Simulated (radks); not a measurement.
The numbers below are computed, except where a source is named.
The potassium ion K2+ inside a hard spherical wall (all orbitals vanish at R), configuration held at [Ne] 3s2 3p5 and not refilled when levels cross. Level of theory: non-relativistic Kohn-Sham, LDA (Slater exchange, VWN5 correlation), spin-polarised, spherical densities, point nucleus; open shells are filled with parallel spins first (a radial shooting solver on a logarithmic mesh with Libxc functionals). Eigenvalues in eV for spin up, with the zero of energy where the potential of the charges vanishes at infinity; a dash marks a level that is unbound or too diffuse for the functional's potential to be trusted. A positive occupied level is held by the wall or, in an anion where self-interaction has pushed it up, behind a barrier. The pressure on the wall is -dE/dV.

R (bohr),E (hartree),kinetic (hartree),e(2s),e(2p),e(3s),e(3p),"e(3d, empty)","e(4s, empty)",pressure (GPa)
free,-596.87273,595.891,-372.81,-303.39,-56.390,-39.800,-16.024,-13.829,0
12,-596.87273,595.891,-372.81,-303.39,-56.390,-39.800,-16.024,-13.829,< 0.0001
10,-596.87273,595.891,-372.81,-303.39,-56.390,-39.800,-16.024,-13.827,< 0.0001
6,-596.87270,595.892,-372.80,-303.39,-56.388,-39.798,-15.989,-13.269,0.00728
5,-596.87200,595.901,-372.77,-303.35,-56.363,-39.772,-15.839,-11.819,0.202
4,-596.85952,596.027,-372.36,-302.94,-56.082,-39.461,-15.028,-6.601,5.48
3,-596.65943,597.421,-368.68,-299.19,-53.551,-36.560,-10.474,14.360,152
2.5,-596.04044,600.696,-361.64,-291.97,-48.192,-30.417,-2.714,45.521,847
2,-593.60864,610.637,-344.70,-274.49,-32.131,-12.622,16.584,120.19,5280
1.5,-583.30051,642.831,-305.73,-233.69,24.234,45.597,68.892,325.94,42000
